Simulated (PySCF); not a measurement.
Molecule: `s1c[n+](C)cc1CO`, [C$_{5}$H$_{8}$NOS]+.

Geometry (Å), atoms numbered from 1 in this order:
```xyz
16

C    -2.6088    0.4877    0.6392
N    -1.3204   -0.0198    0.2382
C    -1.1359   -1.0898   -0.5149
S     0.4914   -1.4357   -0.8156
C     0.9412   -0.0602    0.1265
C     2.4038    0.1869    0.2443
O     2.9958   -0.8504   -0.4929
C    -0.1542    0.5780    0.6111
H    -2.6820    0.5034    1.7273
H    -3.4010   -0.1402    0.2391
H    -2.7404    1.5053    0.2693
H    -1.9510   -1.6768   -0.8962
H     2.7094    0.1666    1.3011
H     2.6563    1.1768   -0.1641
H     3.9567   -0.7832   -0.4809
H    -0.1684    1.4602    1.2247
```

Total charge +1.

Frames of a GFN2-xTB Langevin trajectory at 400 K; GIAO PBE0/pcSseg-1 shieldings in PySCF 2.14, gas phase, non-relativistic; equivalent atoms averaged within each frame.

References, each an isolated molecule treated in the same way: TMS for 13C (186.93 ppm) and 1H (31.72 ppm); 15N (267.73 ppm) vs NH3; CS2 for 33S (503.73 ppm); 17O (336.08 ppm) against H2O. The references are static minima.

How do the shifts (ppm) fluctuate along the trajectory?

Results:


```
         time (fs)     C3     C5     C8    C6    C1     N2   S4    O7   H12   H16
               250  164.7  158.7  135.8  64.6  34.8  224.3  301  75.7  8.47  7.43
               425  160.9  171.8  136.7  59.9  44.2  243.1  251   8.0  8.14  8.38
               625  160.4  167.7  142.3  63.3  45.3  225.9  330  64.0  9.05  7.70
               800  171.6  168.9  132.9  61.4  39.0  234.7  323  26.7  9.49  7.93
              1000  158.4  160.6  140.3  61.2  42.4  233.1  329  45.8  8.23  7.63
    mean of frames  163.2  165.5  137.6  62.1  41.1  232.2  307  44.0  8.68  7.81
standard deviation    5.2    5.6    3.7   1.9   4.3    7.6   33  27.4  0.58  0.36
```

5 frames give an uncertainty of the mean of about the standard deviation over 2.2 at best, since frames this close in time may not be independent; classical motion lacks zero-point vibration, and the reference would need the same averaging.
